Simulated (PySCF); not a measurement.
# Heteronuclear NMR

Mapped SMILES: `[F:1][C:2]([F:3])([F:4])[C:5]#[C:6][c:7]1[n:8][cH:9][n:10][cH:11][n:12]1` (H(Xn): hydrogen on atom n).

PySCF 2.14 calculation with shieldings: GIAO PBE0/pcSseg-1 and structure optimised with GFN2-xTB; one computed conformer, equivalent nuclei averaged, in vacuum, no relativistic terms.

Question: Where does 19F resonate?

Answer: 
```csv
atoms,environment,σ (ppm),δ (ppm)
F1/F3/F4,fluorine of a CF3 group,234.4,-50.9
```

Shieldings were converted by a linear fit to measured shifts: 19F: δ = 146.13 − 0.903σ +14.6 on sp3 carbon (rms 6.0 ppm, 223 shifts, 7.0 ppm with the 5 outliers that the fit left out vs CFCl3, solution or neat liquid). Occasional misses reach two or three times the rms, and more in compound classes unlike the fitted ones.

On a 300 MHz spectrometer 19F resonates near 282.3 MHz, so 1 ppm is 282.3 Hz.

Question: Where does 15N resonate?

Answer: 
```
 atoms                  environment  σ (ppm)  δ (ppm)
N8/N12  pyridine-type ring nitrogen    -58.9    -93.8
   N10  pyridine-type ring nitrogen    -55.5    -97.0
```

Shieldings were converted by a linear fit to measured shifts: 15N (scatter 6.3 ppm rms vs CH3NO2, solution or neat liquid). A few per cent of atoms miss by over 2 rms, more outside the fitted compound classes.

On a 300 MHz spectrometer 15N resonates near 30.4 MHz, so 1 ppm is 30.4 Hz.
